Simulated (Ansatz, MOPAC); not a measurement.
Species: methoxyboronic acid, CH5BO3, net charge 0, singlet state. SMILES: B(O)(O)OC
Structure (B3LYP-D3(BJ)/def2-TZVP (Ansatz, a program for electronic structure) minimum search):
```xyz
10

C      1.5112    -0.2567     1.1330
O      0.8895     0.3703     0.0153
B     -0.4006     0.0815    -0.3171
O     -0.9788     0.6980    -1.3984
O     -1.1250    -0.8187     0.4185
H      0.9774    -0.0274     2.0570
H      2.5273     0.1286     1.1975
H      1.5420    -1.3404     1.0063
H     -0.3778     1.3077    -1.8373
H     -2.0185    -0.9328     0.0809
```

Property: enthalpy of formation at 298 K, in kcal/mol. Conventions: six Cartesian d functions in 6-31G* and its kin unless marked 5d; valence correlation only; 6-311+G** with 5d; dispersion terms only where a functional's name holds one; UHF or UKS for open shells; non-relativistic; spin-orbit terms left out. CBS marks a two-point X^-3 extrapolation of the correlation energy; Hartree-Fock from the larger set. First-principles rows: single points at B3LYP-D3(BJ) geometries (Ansatz), with unscaled harmonic terms from B3LYP/6-31G* (Ansatz) at its own minima, enthalpies of formation by atomisation with measured atoms. Semi-empirical rows: MOPAC heats of formation at their own minima for 298 K.

Coupled cluster (Ansatz) is a level with limits of its own, used here on species with T1 under 0.025 (0.045 for open shells) and stable references: CCSD(T)/CBS(aug-cc-pVTZ,aug-cc-pVQZ).

Value to compare with, CCSD(T)/CBS(aug-cc-pVTZ,aug-cc-pVQZ) (Ansatz): -229.7 kcal/mol.

| level | program | enthalpy of formation at 298 K (kcal/mol) | difference |
|---|---|---|---|
| MNDO | MOPAC | -227.8 | 1.9 |
| HF/6-31G* | Ansatz | 58.9 | 288.6 |
| SVWN5/6-31G* | Ansatz | -384.6 | -154.9 |
| PBE/6-311+G** | Ansatz | -240.3 | -10.6 |
| BLYP/6-31G* | Ansatz | -218.8 | 10.9 |
| B3LYP/STO-3G | Ansatz | -315.0 | -85.3 |
| B3LYP/6-31G* | Ansatz | -215.3 | 14.4 |
| B3LYP/6-31G** | Ansatz | -225.3 | 4.4 |
| MP2/3-21G | Ansatz | -77.7 | 152.0 |
| r2SCAN-D4/def2-TZVPD | Ansatz + dftd4 | -231.0 | -1.3 |
| PBE0/def2-TZVPD | Ansatz | -222.1 | 7.6 |
| wB97X-V/def2-TZVPD | Ansatz | -226.0 | 3.7 |

Among the 9 habitual levels, HF/6-31G* lies farthest from CCSD(T)/CBS(aug-cc-pVTZ,aug-cc-pVQZ) (Ansatz) (288.6 kcal/mol) and MNDO nearest (1.9); 6 of 9 lie above it, and their mean absolute difference is 80.3 kcal/mol, the median 14.4. One case shows no general order.

The levels are drawn from those run, B3LYP/6-31G* more often than the rest, none by its result; left out are runs that failed, that the program found above a lower state of the same kind, or whose <S^2> lies over 0.5 above the pure value.
